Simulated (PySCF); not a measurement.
**Sc⁺: ionisation energy**

Sc⁺ [Ar] 3d1 4s1 (3D) → Sc²⁺ [Ar] 3d1 (2D), as a difference of total energies. Calculation: PySCF 2.14, in x2c-TZVPPall with one added diffuse shell each of s, p, d, f type (7s6p5d3f1g, 80 functions); scalar relativity by spin-free X2C-1e. Correlated levels: valence: [Ar] frozen; valence and next inner shell: [Ne] frozen. The calculations carry no spin-orbit coupling.

| method | ionisation energy (eV) |
| --- | --- |
| UHF | 12.227 |
| LDA | 13.270 |
| PBE | 13.111 |
| PBE0 | 12.939 |
| PW91 | 13.149 |
| r2SCAN0 | 12.831 |
| MN15 | 12.561 |
| MP2 (valence) | 12.309 |
| SCS-MP2 (valence) | 12.254 |
| MP2 (valence and next inner shell) | 12.768 |
| SCS-MP2 (valence and next inner shell) | 12.643 |

Question: How much does correlation contribute at MP2 (valence and next inner shell)?

Answer: 12.768 − (12.227) = 0.541 eV, measured against UHF.

Errors of the correlated levels include the incompleteness of this basis and the frozen core.

For comparison: 12.800 eV (measured; NIST Atomic Spectra Database, ionization energies).
